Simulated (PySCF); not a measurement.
Job file and geometry (Å, from GFN2-xTB) of a spin–spin coupling run on `InChI=1S/C4H6BBrO/c6-5-3-1-2-4-7-5/h2,4H,1,3H2`, B3LYP/pcJ-1 Br:pcSseg-1 indirect spin-spin coupling, non-relativistic, gas phase (PySCF 2.14.0, density-fitted response routines); density fitting, a coarse starting grid and PySCF grid level 2 are the driver's defaults:

```
$ OMP_NUM_THREADS=1 python probes_run.py task.json out

{"job": {"kind": "j", "xc": "B3LYP", "basis": "pcJ-1"}, "charge": 0, "multiplicity": 1}
Br    -1.901634     2.793428    -0.076913
B     -0.702817     1.339368     0.006016
C     -1.107596    -0.108921     0.528331
C     -0.194567    -1.169991    -0.113150
C      1.216951    -0.672810    -0.240243
C      1.508945     0.614184    -0.350459
O      0.557074     1.603199    -0.356930
H     -0.967993    -0.134363     1.616150
H     -2.154456    -0.364025     0.353389
H     -0.211381    -2.093176     0.468564
H     -0.563346    -1.414948    -1.116583
H      2.009263    -1.401891    -0.277611
H      2.507168     1.010432    -0.458289
```

Question: What does the program print?

Answer: 
```
coarse grid: 53248 points
cycle   1  E = -2830.0207744734  dE = -1.726e-01  |g| = 9.706e-01  |ddm| = 3.257e+00
cycle   2  E = -2829.9188457637  dE =  1.019e-01  |g| = 1.073e+00  |ddm| = 1.132e+00
cycle   3  E = -2830.0972210682  dE = -1.784e-01  |g| = 3.113e-01  |ddm| = 8.821e-01
cycle   4  E = -2830.1121168740  dE = -1.490e-02  |g| = 8.186e-02  |ddm| = 2.194e-01
cycle   5  E = -2830.1133327713  dE = -1.216e-03  |g| = 3.301e-02  |ddm| = 8.325e-02
cycle   6  E = -2830.1135822957  dE = -2.495e-04  |g| = 9.004e-03  |ddm| = 2.987e-02
cycle   7  E = -2830.1136007007  dE = -1.841e-05  |g| = 1.201e-03  |ddm| = 6.894e-03
cycle   8  E = -2830.1136009861  dE = -2.854e-07  |g| = 3.675e-04  |ddm| = 1.247e-03
final grid: 112560 points
cycle   9  E = -2830.1135434806  dE = -3.019e-09  |g| = 4.818e-04  |ddm| = 1.330e-03
cycle  10  E = -2830.1135434155  dE =  6.515e-08  |g| = 6.847e-04  |ddm| = 1.085e-03
cycle  11  E = -2830.1135435441  dE = -1.286e-07  |g| = 6.805e-05  |ddm| = 6.530e-04
cycle  12  E = -2830.1135435449  dE = -7.726e-10  |g| = 1.768e-05  |ddm| = 5.737e-05
converged SCF energy = -2830.1135435449

Indirect spin-spin couplings (Hz)
  i      j    bonds     total        FC       PSO       DSO        SD
  1 B    2 C    1     67.591    68.464    -1.682     0.437     0.373
  1 B    3 C    2     -2.648    -2.607    -0.112     0.126    -0.055
  1 B    4 C    3      7.046     6.701     0.052     0.071     0.221
  1 B    5 C    2     -0.842    -0.754     0.063     0.003    -0.154
  1 B    6 O    1     -9.391   -15.593     6.786    -0.233    -0.351
  1 B    7 H    2     -5.127    -5.685    -0.096     0.452     0.202
  1 B    8 H    2     -5.944    -6.213    -0.189     0.340     0.119
  1 B    9 H    3     10.294    10.156     0.395    -0.265     0.008
  1 B   10 H    3      1.384     1.227    -0.083     0.254    -0.014
  1 B   11 H    4     -0.619    -0.668     0.453    -0.382    -0.023
  1 B   12 H    3      6.166     6.035     0.750    -0.610    -0.010
  2 C    3 C    1     29.422    29.068     0.121     0.233         -
  2 C    4 C    2     -1.784    -1.775    -0.049     0.040         -
  2 C    5 C    3      5.870     6.007    -0.163     0.026         -
  2 C    6 O    2      0.762     0.175     0.605    -0.018         -
  2 C    7 H    1    123.735   121.418     1.345     0.972         -
  2 C    8 H    1    136.201   134.124     1.124     0.952         -
  2 C    9 H    2     -3.830    -3.932     0.189    -0.087         -
  2 C   10 H    2     -3.281    -3.429     0.180    -0.032         -
  2 C   11 H    3      5.467     5.452     0.389    -0.374         -
  2 C   12 H    4     -1.007    -0.985     0.345    -0.368         -
  3 C    4 C    1     41.504    42.358    -1.092     0.238         -
  3 C    5 C    2     -2.022    -1.740    -0.280    -0.001         -
  3 C    6 O    3     -0.713    -0.929     0.223    -0.007         -
  3 C    7 H    2     -5.581    -5.695     0.131    -0.017         -
  3 C    8 H    2     -2.649    -2.784     0.175    -0.039         -
  3 C    9 H    1    140.557   138.855     0.825     0.876         -
  3 C   10 H    1    132.833   131.011     0.903     0.919         -
  3 C   11 H    2      3.391     3.485     0.140    -0.234         -
  3 C   12 H    3      6.578     6.678     0.367    -0.468         -
  4 C    5 C    1     86.059    95.243    -9.433     0.250         -
  4 C    6 O    2      3.722     1.725     1.984     0.012         -
  4 C    7 H    3      0.858     0.825     0.026     0.008         -
  4 C    8 H    3      9.101     9.129     0.328    -0.357         -
  4 C    9 H    2     -6.069    -5.981    -0.023    -0.066         -
  4 C   10 H    2     -7.972    -8.088     0.128    -0.012         -
  4 C   11 H    1    168.820   167.558     0.366     0.896         -
  4 C   12 H    2      9.973    11.237    -0.811    -0.453         -
  5 C    6 O    1     23.052    21.116     2.087    -0.151         -
  5 C    7 H    4     -0.787    -0.723    -0.022    -0.042         -
  5 C    8 H    4      0.274     0.386     0.237    -0.349         -
  5 C    9 H    3      7.008     6.999     0.413    -0.404         -
  5 C   10 H    3      6.004     6.126     0.045    -0.168         -
  5 C   11 H    2      9.439    11.082    -1.328    -0.315         -
  5 C   12 H    1    201.907   201.097    -0.228     1.038         -
  6 O    7 H    3     -0.927    -0.879    -0.092     0.044         -
  6 O    8 H    3     -0.835    -0.900    -0.112     0.177         -
  6 O    9 H    4      0.413     0.277    -0.058     0.194         -
  6 O   11 H    3     -4.239    -4.819     0.311     0.269         -
  6 O   12 H    2    -20.128   -20.165    -0.036     0.073         -
  7 H    8 H    2    -18.874   -19.421     2.155    -1.608         -
  7 H    9 H    3     11.738    11.670    -0.252     0.319         -
  7 H   10 H    3     17.248    17.175     2.495    -2.422         -
  7 H   11 H    4     -0.493    -0.500     1.070    -1.063         -
  7 H   12 H    5      0.154     0.190     1.141    -1.177         -
  8 H    9 H    3      0.978     0.933     0.645    -0.601         -
  8 H   10 H    3      8.779     8.626    -0.196     0.349         -
  8 H   11 H    4      1.064     1.022     1.715    -1.673         -
  9 H   10 H    2    -17.969   -18.203     2.279    -2.046         -
  9 H   11 H    3      7.577     7.567     0.067    -0.057         -
  9 H   12 H    4     -1.107    -1.059     1.663    -1.712         -
 10 H   11 H    3      2.691     2.711     1.141    -1.160         -
 10 H   12 H    4     -4.375    -4.299     1.507    -1.583         -
 11 H   12 H    3      7.107     7.368     0.271    -0.532         -
```

Size and cost of the density-fitted run: 263 basis functions, 120 s wall time on 1 thread of an Arm Neoverse N1, shared host; peak memory 1 GiB.
